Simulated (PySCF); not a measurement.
Compound: C5H12N2.
Numbering: `[CH3:1][CH2:2][N:3]([NH2:4])[CH:5]1[CH2:6][CH2:7]1` (hydrogens: H8, H9, H10 on C1; H11, H12 on C2; H13, H14 on N4; H15 on C5; H16, H17 on C6; H18, H19 on C7)

Cartesian coordinates in Å at the GFN2-xTB level; atoms count from 1:
```xyz
19
C5H12N2 angstrom
C      2.096    0.721   -0.198
C      1.465   -0.530    0.393
N      0.134   -0.770   -0.144
N     -0.232   -2.117    0.132
C     -0.838    0.176    0.327
C     -1.126    1.393   -0.499
C     -2.130    0.285   -0.426
H      2.100    0.657   -1.282
H      1.546    1.610    0.098
H      3.120    0.814    0.154
H      1.442   -0.452    1.495
H      2.057   -1.408    0.127
H     -0.532   -2.231    1.107
H     -1.016   -2.360   -0.466
H     -0.889    0.287    1.417
H     -0.581    1.504   -1.422
H     -1.334    2.321    0.011
H     -2.249   -0.332   -1.304
H     -3.042    0.439    0.132
```

Method used: TDDFT PBE0/def2-SVPD, vertical, gas phase, core orbitals frozen in the response (PySCF).

**Question.** List the vertical singlet excitations with oscillator strengths and describe the spectrum.

**Answer.** 

```json
{"state": "S1", "E (eV)": "6.14", "E (hartree)": "0.2258", "f": "0.054", "main configurations (H = HOMO, L = LUMO)": "H→L (91%)"}
{"state": "S2", "E (eV)": "6.52", "E (hartree)": "0.2395", "f": "0.036", "main configurations (H = HOMO, L = LUMO)": "H→L+1 (80%), H→L+2 (15%)"}
{"state": "S3", "E (eV)": "6.65", "E (hartree)": "0.2445", "f": "0.054", "main configurations (H = HOMO, L = LUMO)": "H→L+2 (74%), H→L+1 (14%), H→L+3 (9%)"}
{"state": "S4", "E (eV)": "6.82", "E (hartree)": "0.2508", "f": "0.0060", "main configurations (H = HOMO, L = LUMO)": "H-1→L (59%), H→L+3 (29%)"}
{"state": "S5", "E (eV)": "6.92", "E (hartree)": "0.2544", "f": "0.036", "main configurations (H = HOMO, L = LUMO)": "H→L+3 (59%), H-1→L (32%)"}
{"state": "S6", "E (eV)": "7.37", "E (hartree)": "0.2709", "f": "0.0084", "main configurations (H = HOMO, L = LUMO)": "H-1→L+1 (58%), H-1→L+2 (30%)"}
{"state": "S7", "E (eV)": "7.49", "E (hartree)": "0.2754", "f": "0.0040", "main configurations (H = HOMO, L = LUMO)": "H-1→L+2 (58%), H-1→L+1 (27%)"}
{"state": "S8", "E (eV)": "7.56", "E (hartree)": "0.2779", "f": "0.011", "main configurations (H = HOMO, L = LUMO)": "H→L+4 (76%)"}
```

Triplets, Tamm–Dancoff:

```
state  E (eV)  λ (nm)  main configurations (H = HOMO, L = LUMO)
   T1    5.86   211.7                                 H→L (91%)
   T2    6.33   196.0      H→L+1 (66%), H→L+2 (15%), H-1→L (8%)
   T3    6.53   190.0      H→L+2 (64%), H→L+1 (21%), H→L+3 (8%)
```

The lowest singlet comes at 202 nm (593 kJ/mol) in the ultraviolet; it is of moderate strength; its leading configuration is HOMO→LUMO (91%). The largest oscillator strength of a single state is 0.054. Löwdin shares by element: HOMO nitrogen 67%, carbon 14% or more (atoms not listed hold the other 20%); LUMO hydrogen 36% or more, carbon 12% or more (atoms not listed hold the other 52%). Of the 8 states listed, 5 reach f = 0.01 and none stays under 0.0005. Orbital energies (eV): HOMO-3 -8.83, HOMO-2 -8.47, HOMO-1 -7.27, HOMO -6.42, LUMO 0.87, LUMO+1 1.08, LUMO+2 1.27. The oscillator strengths of these states sum to 0.209; summed over the whole spectrum of an exact calculation they would give the number of electrons, 56 (Thomas–Reiche–Kuhn). The window holds the lowest 8 singlets.

The run took 48 s (grids of density and orbitals included) on Arm Neoverse V2, one thread, shared host with 32 logical CPUs at a one-minute load of 20, and the process peaked at 0.89 GiB of memory.

One conformer stands for the species.
